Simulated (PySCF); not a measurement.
**Telling isomers of C5H8F2O2Si apart by NMR**

How the numbers were obtained: geometry: GFN2-xTB, PBE0/pcSseg-1 with gauge-including orbitals, in PySCF 2.14 (non-relativistic, averaged over atoms made equivalent by symmetry, fast rotation or ring inversion, one computed conformer, isolated molecule).

Chemical shifts δ = σref − σ; ¹H (σref 31.72), ¹³C (σref 186.93) vs TMS, all at this level. Splittings of carbon signals by F and P are missing where no couplings were computed. Where no couplings were computed, multiplicities follow the n + 1 count of equivalent neighbours, and m marks all less simple cases (inequivalent or close neighbours, rings, F or P nearby). Acid and N–H amide carbonyl carbons lie up to 10 ppm further downfield in solution (hydrogen bonding). Shifts are as computed. Against solution values, carbons near 30 ppm lie about +3 ppm off and those near 130 ppm about +5 ppm. Of 1309 compounds with measured shifts, 239 miss one by over three times the rms of a fit or turn the order of signals round; such compounds aren't used in these exercises. OH and NH positions are gas-phase values without hydrogen bonding to other molecules.

(1) Tabulate the signals of `O=C(O)[C@]1(C(F)F)CC[SiH2]1`, `C=C(CC(=O)O[SiH3])C(F)F` and their relative energies.

(2) What is the quickest way to tell O=C(O)[C@]1(C(F)F)CC[SiH2]1 from C=C(CC(=O)O[SiH3])C(F)F?

## Answers

(1) 
```json
{"SMILES": "O=C(O)[C@]1(C(F)F)CC[SiH2]1", "carbon types": "2×C 1×CH 2×CH2", "δC": "177.7, 123.6, 47.3, 21.1, 6.7", "δH": "7.06 (m, 1H), 6.17 (br s, 1H), 5.03 (m, 1H), 4.84 (m, 1H), 3.14 (m, 1H), 2.92 (m, 1H), 1.76 (m, 1H), 1.53 (m, 1H)", "E rel. (kcal/mol)": "6.7"}
{"SMILES": "C=C(CC(=O)O[SiH3])C(F)F", "carbon types": "2×C 1×CH 2×CH2", "δC": "178.7, 147.2, 124.0, 120.5, 42.3", "δH": "7.32 (m, 1H), 5.96 (m, 1H), 5.59 (m, 1H), 4.85 (s, 3H), 3.47 (s, 2H)", "E rel. (kcal/mol)": "0.0"}
```

Energies are electronic energies at PBE0/pcSseg-1 on these geometries, without zero-point or thermal terms, each for the one conformer computed, which needn't be the lowest.

(2) Both give the same number of carbon signals, with the same numbers of each carbon type, so the positions decide. The first has a fully substituted sp3 carbon bonded to Si, α to a carbonyl (C) at 47.3 ppm, the second a terminal =CH2 carbon at 124.0 ppm. Their most deshielded carbons lie at 177.7 and 178.7 ppm.
